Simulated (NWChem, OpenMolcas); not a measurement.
Exact exchange and the dipole moment of GaSiH3F2

GaSiH3F2: 7 atoms, total charge 0, spin state singlet. As SMILES, `[F][Ga]([F])[SiH3]`. Geometry: relaxed at PBE0-D4/def2-TZVP.

The dipole moment y, in D, basis 6-31G(d); a is the functional's share of exact exchange. Programs: NWChem 7.3.0, OpenMolcas 26.06.

| functional | program | a | y (D) |
| --- | --- | --- | --- |
| TPSS | OpenMolcas | 0 | 3.23 |
| PBE | OpenMolcas | 0 | 3.28 |
| B3LYP | NWChem | 0.2 | 3.49 |
| PBE0 | OpenMolcas | 0.25 | ? |
| BHLYP | OpenMolcas | 0.5 | 3.65 |

**Question.** Fit y = c + s·a to the known rows and predict PBE0.

**Answer.** 
1. Means of the 4 rows: a = 0.1750, y = 3.413.
2. Σ(Δa)² = 0.1675, Σ(Δa·Δy) = 0.13425, so the slope is 0.13425/0.1675 = 0.80149.
3. Intercept: 3.413 − (0.80149) × 0.1750 = 3.273. The largest residual of the fit is 0.057.
4. PBE0: 3.273 + (0.80149) × 0.25 = 3.47 D.

The run gave 3.47 D, so the prediction is off by 0.00 D: they agree to the digits shown. More exact exchange makes the molecule more polar here.
